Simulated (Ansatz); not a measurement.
A structure relaxed at PBE-D4/def2-SVP in Ansatz, charge 0, singlet:

```xyz
6

Li   -1.4530   -0.8868   -0.0799
Li    0.4935    1.2692    1.1891
Li    1.0341   -2.4106    1.7610
Al    0.4145    1.0366   -1.6223
Al   -1.8338    1.8966   -0.8760
Al    1.3448   -0.9050   -0.3718
```

Problem. Give its formula.

Solution. Li₃Al₃.

Problem. Summarise the bond lengths by kind (pairs closer than 1.2 times the sum of covalent radii, bridged metal pairs left out).

Solution. 5 × Al–Li 2.63 to 2.92 Å; 2 × Al–Al 2.49 to 2.52 Å.

The restricted singlet is unstable towards broken spin symmetry in Hartree–Fock (as tested in another run); at PBE-D4/def2-SVP this wasn't settled. Another isomer (singlet) lies 0.30 eV lower at PBE0-D4/def2-TZVP; other spin states weren't run for this one.
